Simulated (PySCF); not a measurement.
## Copper: a sound run and one with changed settings

Sound run: Cu²⁺ [Ar] 3d9, Cu³⁺ [Ar] 3d8. Calculation: PySCF 2.14, in cc-pVTZ-PP with ECP10MDF; scalar relativity through the core potential. The sound run starts from symmetry-adapted Hartree-Fock orbitals and uses a fine grid where one is needed.

Changed run: basis STO-3G, all-electron and non-relativistic. This setting is unsound on purpose.

| species | method | sound run (hartree) | changed run (hartree) | converged |
| --- | --- | --- | --- | --- |
| Cu²⁺ | UHF | -195.30435 | -1619.11464 | yes |
| Cu²⁺ | PBE | -196.23760 | -1619.80802 | yes |
| Cu²⁺ | LDA | -195.84671 | -1617.14196 | yes |
| Cu³⁺ | UHF | -194.05324 | -1618.76739 | yes |
| Cu³⁺ | PBE | -194.87256 | -1619.40204 | yes |
| Cu³⁺ | LDA | -194.44982 | -1616.72030 | yes |

Ionisation energy of Cu²⁺:

| method | sound run (eV) | changed run (eV) |
| --- | --- | --- |
| UHF | 34.044 | 9.449 |
| PBE | 37.145 | 11.047 |
| LDA | 38.011 | 11.474 |

A minimal basis cannot let orbitals breathe on ionisation and holds almost no correlation. The Hamiltonian changed with the basis, so the totals do not compare.

For comparison, NIST gives 36.841 ± 0.012 eV between the lowest levels.
